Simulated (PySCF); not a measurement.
**Two-photon absorption: 4-fluorophenyl methyl sulfone (SMILES CS(=O)(=O)c1ccc(F)cc1)**

Geometry (Å), atoms numbered from 1 in this order:
```xyz
18

C     2.654   -0.171   -0.718
S     1.769   -0.683    0.746
O     1.837   -2.141    0.804
O     2.238    0.148    1.852
C     0.079   -0.231    0.408
C    -0.766   -1.160   -0.195
C    -2.087   -0.809   -0.453
C    -2.528    0.460   -0.091
F    -3.789    0.795   -0.336
C    -1.694    1.387    0.529
C    -0.374    1.032    0.785
H     2.250   -0.701   -1.589
H     3.698   -0.463   -0.538
H     2.571    0.917   -0.830
H    -0.386   -2.154   -0.439
H    -2.786   -1.505   -0.919
H    -2.093    2.362    0.810
H     0.307    1.718    1.294
```

Level of theory: PySCF 2.14.0, TDDFT CAM-B3LYP/aug-cc-pVDZ excited states, vertical, gas phase. Geometry: PBE0-D3(BJ)/def2-SVP.

(1) How strongly do the lowest singlets absorb one photon, and two photons of half the energy?

## Answers

(1) δ for parallel linear polarisation; σ at the peak of a Lorentzian of half width 0.1 eV, single beam; Ω is circular over linear.
```tsv
state	E (eV)	f	photon λ (nm)	δ (au)	σ (GM)	Ω	main
S1	5.37	0.000	462	1.21	0.01	1.50	HOMO→LUMO+1 0.56, HOMO−1→LUMO 0.41
S2	5.94	0.078	417	35.3	0.46	0.82	HOMO→LUMO 0.74, HOMO−1→LUMO+1 0.23
S3	6.40	0.003	387	10.9	0.16	0.92	HOMO−2→LUMO 0.88
S4	6.74	0.238	368	1.53	0.03	1.50	HOMO−1→LUMO 0.41, HOMO→LUMO+1 0.34
S5	6.93	0.661	358	17.7	0.31	0.66	HOMO−1→LUMO+1 0.60, HOMO→LUMO 0.22
S6	6.97	0.142	356	2.09	0.04	1.50	HOMO−2→LUMO+1 0.71, HOMO−1→LUMO 0.15
```

Among these, the strongest one-photon state is S5, the strongest two-photon state S2, with a dipole change of 0.7 D (relaxed, norm of the difference vector).
